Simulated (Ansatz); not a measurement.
Constitutional and geometric isomers with formula H5NSi2. Gas-phase values, no solvent. Strings in code marks are SMILES.

Quantity: electronic energy of isomers of H5NSi2 relative to `[SiH2]=N[SiH3]`, in eV. The restricted reference of `[H]/N=[SiH]/[SiH3]` is unstable towards unrestricted orbitals.

Case: `[H]/N=[SiH]/[SiH3]`. Geometry of `[H]/N=[SiH]/[SiH3]` (neutral, multiplicity 1, Å):

```xyz
8

N      1.8821    -0.7941    -0.4562
Si     0.9081     0.3017     0.1864
Si    -1.3854    -0.0441    -0.0372
H      2.8887    -0.6968    -0.3919
H      1.3144     1.5402     0.9258
H     -2.0000    -0.1245     1.3148
H     -1.6229    -1.2973    -0.7906
H     -1.9850     1.1149    -0.7511
```

Task: Predict the electronic energy of isomers of H5NSi2 relative to `[SiH2]=N[SiH3]` from frozen-core CCSD(T)/cc-pVTZ // PBE0-D3(BJ)/def2-TZVP (Ansatz, a quantum-chemistry and plane-wave program).

Result: 0.66 eV.
